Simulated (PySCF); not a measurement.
Electronic structure of C (carbon, neutral) at the UHF level

Configuration: [He] 2s1 2p3, high-spin 5S determinant (an excited configuration). All numbers are calculated (PySCF 2.14, no relativity, point nucleus, in aug-cc-pV5Z).

* Total energy: -37.599196 hartree
* One-electron energy: -50.2472 hartree
* Hartree (Coulomb) energy: 17.9075 hartree
* Exchange energy: -5.2595 hartree
* Kinetic energy: 37.59865 hartree
* ⟨S²⟩: 6.0000
* ⟨L²⟩: 0.000
* Sum of ⟨r⟩: 7.073 bohr
* Sum of ⟨r²⟩: 13.54 bohr²
* Density at the nucleus (Gaussians lack the cusp): 124 bohr⁻³
* Spin density at the nucleus: 2.95 bohr⁻³
* Langevin diamagnetic susceptibility: -10.7 ×10⁻⁶ cm³/mol

| shell | electrons | mean orbital energy (hartree) | rms radius, mean of both spins (bohr) |
| --- | --- | --- | --- |
| 1s α | 1 | -11.34599 | 0.312 |
| 1s β | 1 | -11.22729 | 0.312 |
| 2s α | 1 | -0.94129 | 1.67 |
| 2p α | 3 | -0.47888 | 1.88 |

Spin-orbit constants ζ (cm⁻¹) from the X2C one-electron operator on these orbitals (non-relativistic here): bare nucleus, nucleus screened by l(l+1)(2l+1)/3 electrons, and screened by the Breit-Pauli mean field of the electrons.

```tsv
shell	bare	screened nucleus	mean field
2p	60.22	40.14	32.24
```
